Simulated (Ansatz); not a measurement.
GaH3O, SMILES `[OH][GaH2]`. Total charge 0; spin multiplicity 1. Geometry: relaxed with PBE0-D4/def2-TZVP.

```xyz
5

O    -0.829    0.320    0.915
Ga    0.487   -0.167   -0.192
H    -1.647    0.555    0.472
H     0.179   -0.160   -1.727
H     1.810   -0.548    0.532
```

(1) What is the dipole moment at PBE/def2-TZVPP? (Best estimate.)

(2) And with r2SCAN, B3LYP, ωB97M-V? (Estimate.)

(3) Give the Mulliken charges with PBE, B3LYP, ωB97M-V in def2-TZVPP. (Best estimate.)

## Answers

(1) The calculation gave: 1.32 D, with components (-0.33, 0.03, -1.28) D in this frame, pointing from negative to positive charge.

(2) The calculation gave: r2SCAN 1.38 D, B3LYP 1.44 D, ωB97M-V 1.47 D.

(3) Computed: 
```json
{"atom": "O1", "PBE": "-0.37", "B3LYP": "-0.42", "ωB97M-V": "-0.42"}
{"atom": "Ga2", "PBE": "0.28", "B3LYP": "0.36", "ωB97M-V": "0.33"}
{"atom": "H3", "PBE": "0.18", "B3LYP": "0.17", "ωB97M-V": "0.16"}
{"atom": "H4", "PBE": "-0.05", "B3LYP": "-0.07", "ωB97M-V": "-0.05"}
{"atom": "H5", "PBE": "-0.04", "B3LYP": "-0.05", "ωB97M-V": "-0.03"}
```

B3LYP here is the variant with VWN-RPA as its local correlation; programs differ in this.
